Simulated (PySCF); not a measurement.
Isomers of C2H9FSi4. The calculation used TDDFT CAM-B3LYP/def2-SVPD, vertical, gas phase, core orbitals frozen in the response in PySCF 2.14.0, density-fitted response routines. Geometries: GFN2-xTB; one conformer of each isolated species. Triplets are in the Tamm–Dancoff approximation.

A. `[SiH3][SiH2][SiH2][Si@H](F)C#C`
B. `C=C[Si]1(F)[SiH2][SiH2][SiH2]1`
C. `C#C[SiH2][Si](F)([SiH3])[SiH3]`
D. `C#C[SiH2][Si@H](F)[SiH2][SiH3]`

Lowest singlet levels (six at most, fewer where fewer were computed) with oscillator strengths:

1. 226 nm (f 0.029); 219 nm (f 0.035); 208 nm (f 0.009); 198 nm (f 0.003); 196 nm (f 0.044); 190 nm (f 0.009); T1 4.84 eV
2. 223 nm (f 0.001); 206 nm (f 0.021); 199 nm (f 0.008); 199 nm (f 0.010); 193 nm (f 0.135); 189 nm (f 0.145); T1 4.93 eV
3. 298 nm (f 0.000); 242 nm (f 0.001); 241 nm (f 0.000); 208 nm (f 0.046); 207 nm (f 0.565); 204 nm (f 0.046); T1 3.82 eV
4. 221 nm (f 0.014); 202 nm (f 0.004); 195 nm (f 0.017); 189 nm (f 0.063); 182 nm (f 0.086); 179 nm (f 0.064); T1 4.94 eV

Problem. Match each spectrum to its molecule.

Solution. 1 = C, 2 = D, 3 = B, 4 = A.
- A: S1 at 5.62 eV, HOMO→LUMO (62%); Löwdin shares by element: HOMO silicon 37% or more, carbon 34% (atoms not listed hold the other 29%); LUMO silicon 42% or more, carbon 25% (atoms not listed hold the other 32%); HOMO -9.41 and LUMO -0.16 eV.
- B: S1 at 4.16 eV, HOMO→LUMO (95%); Löwdin shares by element: HOMO silicon 67% (atoms not listed hold the other 33%); LUMO silicon 75% (atoms not listed hold the other 25%); HOMO -8.39 and LUMO -0.81 eV; point group Cs, 2 of its 6 listed states under f = 0.0005.
- C: S1 at 5.49 eV, HOMO→LUMO (90%); Löwdin shares by element: HOMO silicon 37% or more, carbon 34% (atoms not listed hold the other 29%); LUMO silicon 71% (atoms not listed hold the other 29%); HOMO -9.11 and LUMO -0.40 eV; point group Cs.
- D: S1 at 5.57 eV, HOMO→LUMO (88%); Löwdin shares by element: HOMO silicon 47% or more, carbon 14% or more (atoms not listed hold the other 39%); LUMO silicon 62% or more, hydrogen 7% or more (atoms not listed hold the other 31%); HOMO -9.19 and LUMO -0.36 eV.
A and C have S1 within 0.13 eV of each other; their strongest listed levels stand at 6.82 eV (f 0.086) and 6.33 eV (f 0.044).
A and D have S1 within 0.06 eV of each other; their strongest listed levels stand at 6.82 eV (f 0.086) and 6.55 eV (f 0.145).
C and D have S1 within 0.08 eV of each other; their strongest listed levels stand at 6.33 eV (f 0.044) and 6.55 eV (f 0.145).
